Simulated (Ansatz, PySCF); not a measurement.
Lewis adduct: BH3 (SMILES B) (first 4 atoms) with CHN (SMILES C#N); geometry from B3LYP-D3(BJ)/def2-TZVP, rigid monomers moved along the line of their centres of mass till B1···N6 is 2.78 Å.
(charge 0, multiplicity 1):
```tsv
atom	x (Å)	y (Å)	z (Å)
B	-0.0969	0.0482	0.7696
H	0.6659	0.9271	0.4507
H	0.2039	-1.0311	0.3220
H	-1.2557	0.3333	0.5912
C	0.2944	-0.2993	4.6515
N	0.1805	-0.1981	3.5209
H	0.4009	-0.3939	5.7076
```

Interaction energies are E(AB) − E(A) − E(B) at the monomers' geometry in the complex; basis-set methods are counterpoise corrected.

Cores are frozen in the correlated methods. CBS: X⁻³ extrapolation of the correlation energy, Hartree–Fock from the larger set.

Programs: Ansatz (a program for electronic structure) with Gaussian orbitals; PySCF for the dispersion terms. 

PBE/def2-TZVPPD gives -307.5 meV for the interaction energy.

Q: Predict the shift from PBE, with its sign, for: PBE-D3(BJ)/def2-TZVPPD, r2SCAN/def2-TZVPPD, PBE0/def2-TZVPPD, wB97M-V/def2-TZVPPD, MP2/CBS(aug-cc-pVDZ, aug-cc-pVTZ), MP2/CBS(aug-cc-pVDZ, aug-cc-pVTZ) + ΔCCSD(T)/aug-cc-pVDZ.

A: PBE-D3(BJ)/def2-TZVPPD -24.9; r2SCAN/def2-TZVPPD -3.5; PBE0/def2-TZVPPD 19.4; wB97M-V/def2-TZVPPD 0.4; MP2/CBS(aug-cc-pVDZ, aug-cc-pVTZ) -3.8; MP2/CBS(aug-cc-pVDZ, aug-cc-pVTZ) + ΔCCSD(T)/aug-cc-pVDZ 8.1 meV. 3 of 6 lie above PBE; the widest gap is to PBE-D3(BJ)/def2-TZVPPD.
